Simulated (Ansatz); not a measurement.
Input file for Ansatz (a first-principles code): R-CCSD(T)/def2-SVP on H3InO2 (SMILES [OH][InH][OH]), a point of a torsion scan. Elements past Kr take the def2 small-core potentials; no spin–orbit coupling. The run froze 11 orbitals, filled d shells among them.

Ansatz 0.2 input:
```yaml
crystal:
  periodic: [false, false, false]
  atoms:
    - {symbol: O, position_ang: [-1.75986430, -0.44111656, 0.32201420]}
    - {symbol: In, position_ang: [-0.20800797, 0.70675980, 0.35465187]}
    - {symbol: O, position_ang: [1.03233600, 0.11672415, -1.01883843]}
    - {symbol: H, position_ang: [-1.89358379, -0.76348330, -0.57095740]}
    - {symbol: H, position_ang: [0.03141084, 1.93712486, 1.46802962]}
    - {symbol: H, position_ang: [1.86861991, 0.56443635, -1.12604493]}
basis:
  gaussian:
    orbitals: def2-SVP
magnetization: {spin_polarized: false}
correlation: {method: ccsd_t, electrons: outside_noble_gas}
scf: {lower_state_search: off}
```

### Question
Give the final energy of this run.

### Answer
-341.0263 hartree (reference determinant -340.5560, T1 diagnostic 0.017).
